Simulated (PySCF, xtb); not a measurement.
dimethyl telluride cation (C2H6Te), SMILES C[Te]C (connectivity only; charge and spin as stated), charge +1, multiplicity 2.

Harmonic wavenumbers (cm⁻¹) from GFN2-xTB run with xtb at its own minimum, in rising order: 68, 94, 161, 545, 547, 746, 751, 772, 852, 1228, 1243, 1325, 1334, 1345, 1348, 2916, 2945, 2945, 2951, 2986, 2988.

Task: What does PBE-D3(BJ)/def2-SVP (PySCF) give at its own minimum? (An estimate is asked for; the answer gives what the named calculation found.)

Result: 70, 95, 175, 511, 514, 741, 758, 779, 887, 1192, 1209, 1342, 1345, 1361, 1364, 2979, 2981, 3099, 3100, 3130, 3132. Paired by order, the mean absolute difference is 46 cm⁻¹ and the zero-point energies are 43.0 and 44.0 kcal/mol.
